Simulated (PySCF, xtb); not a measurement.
Ge(Cl)3(SiH3) (Cl3GeH3Si), SMILES [Cl][Ge]([SiH3])([Cl])[Cl].

GFN2-xTB in xtb 6.7.1 at its own geometry gives an orbital gap of 3.98 eV and a dipole moment of 4.61 D.

The structure is a stationary point at B3LYP-D3(BJ)/def2-SVP.

Task: What does M06-2X/def2-TZVP in PySCF give? (Estimate from the structure and the level; the computed values follow.)

Result: gap 9.16 eV (levels -9.79 and -0.63 eV), dipole 3.06 D.
